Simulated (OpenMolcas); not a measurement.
## Levels of In II by method

* Program: OpenMolcas 26.06
* Basis: ANO-RCC-VTZP [7s6p4d2f1g]
* Scalar Hamiltonian: DKH2, point nucleus
* Active space: 2 electrons in 4 orbitals (5s 5p)
* State averaging: 2S+1 = 3 even, 3 roots; 2S+1 = 1 even, 7 roots kept (CI in the orbitals of an earlier block); 2S+1 = 3 odd, 3 roots; 2S+1 = 1 odd, 3 roots kept (CI in the orbitals of an earlier block)
* Spin-orbit coupling: RASSI with atomic mean-field integrals over the reference wave functions, term energies averaged over their components

Methods on the same reference wave functions:
A. CASSCF
B. SS-CASPT2, IPEA 0.25 Eh, imaginary shift 0.1 Eh (closed shells correlated: 4d)
C. MS-CASPT2, IPEA 0.25 Eh, imaginary shift 0.1 Eh (closed shells correlated: 4d)

Energies in cm⁻¹ above 5s² ¹S₀, the measured ground level; measured values from NIST Handbook of Basic Atomic Spectroscopic Data.

```json
{"Level": "5s² ¹S₀", "A": "0.0", "B": "0.0", "C": "0.0", "Measured": "0.0"}
{"Level": "5s 5p ³P°₀", "A": "36856", "B": "40830", "C": "41470", "Measured": "42276"}
{"Level": "5s 5p ³P°₁", "A": "37735", "B": "41670", "C": "42310", "Measured": "43351"}
{"Level": "5s 5p ³P°₂", "A": "39664", "B": "43640", "C": "44280", "Measured": "45830"}
{"Level": "5s 5p ¹P°₁", "A": "68616", "B": "60180", "C": "60820", "Measured": "63038"}
{"Level": "5p² ³P₀", "A": "96094", "B": "100730", "C": "101370", "Measured": "101608"}
{"Level": "5p² ³P₁", "A": "97200", "B": "101940", "C": "102590", "Measured": "103249"}
{"Level": "5p² ³P₂ [74 %]", "A": "98761", "B": "102970", "C": "103610", "Measured": "105565"}
{"Level": "5p² ¹D₂ [74 %]", "A": "106278", "B": "105820", "C": "106460", "Measured": "97628"}
{"Level": "5p² ¹S₀", "A": "123810", "B": "119610", "C": "120890", "Measured": "121289"}
```

Deviations, from unrounded energies. A percentage is the sum of absolute deviations over the sum of measured energies, with the sign that they share, or ± where signs differ.

```tsv
Against measurement	Levels	A	B	C
mean absolute deviation (cm-1)	9	5800	2500	2000
other configurations (%)	9	±7.2	±3.2	±2.4
```

C lies closest to measurement on these levels and A furthest from it. The largest miss of C in the table is 5p² ¹D₂ [74 %], by +8800 cm-1. The ranking rests on the paired levels alone, and a cruder setting can come out closer through cancelling errors.

Between B and C the level of the table that moves most is 5p² ¹S₀, by 1300 cm-1 (lowest in B, highest in C). Moves below CASPT2's spread within the term are not significant.

The mean deviations of B to C differ by less than CASPT2's widest spread within a term (610 cm-1), so their order carries little weight.

The lowest spin-free term lies below A's lowest term by 0.419 hartree in B, 0.422 hartree in C.

CASPT2 does not keep the components of a term degenerate, so their means are used; among the terms shown or strongly mixed into the levels shown the widest spread is 610 cm-1 (5p² ¹D, C). Terms from blocks run as CI alone lack orbitals of their own. The ¹D term of p² mixes with s d, which this space lacks. Without dynamic correlation excited terms often stand tens of per cent too high (terms of higher spin than the ground term too low), and those without a measured partner can miss by more than the paired ones (holds for A). Some levels mix across a computed gap that differs much from the measured one, so their mixing is not that of the real levels (holds for B; C). Computed and measured levels are paired by configuration, term and J; levels that our copy of the source lacks, or whose pairing is in doubt (as where it misses far off the trend of its configuration), stay unpaired and out of the deviations. Only configurations of the active space appear.

A share in square brackets marks a mixed level and gives the weight of the term that names it, the lowest over the columns. ° marks odd parity.
